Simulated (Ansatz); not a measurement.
Species: sum formula GaHCl$_{2}$, net charge 0, singlet state. SMILES: [Cl][GaH][Cl]
Geometry: optimised at B3LYP-D3(BJ)/def2-TZVP (Ansatz, a first-principles code).

Quantity: vertical ionisation energy (to the doublet state of charge +1; each state is the SCF solution reached for its spin), in eV. Correlated levels leave the core frozen unless marked. Open shells are spin-unrestricted. No spin-orbit coupling. Frozen are the shells of the preceding noble gas and the d and f shells that filled before the atom's block. Non-relativistic. CBS marks a two-point X^-3 extrapolation of the correlation energy; Hartree-Fock from the larger set.

| level | program | vertical ionisation energy (eV) |
|---|---|---|
| HF/def2-SVPD | Ansatz | 10.97 |
| SVWN5/def2-TZVPD | Ansatz | 11.03 |
| PBE/def2-TZVPD | Ansatz | 10.87 |
| r2SCAN/def2-TZVPD | Ansatz | 11.11 |

### Question
What does CCSD(T)/CBS(def2-TZVPPD,def2-QZVPPD) (Ansatz) give?

### Answer
11.91 eV, so r2SCAN/def2-TZVPD differs from it by -0.80 eV.
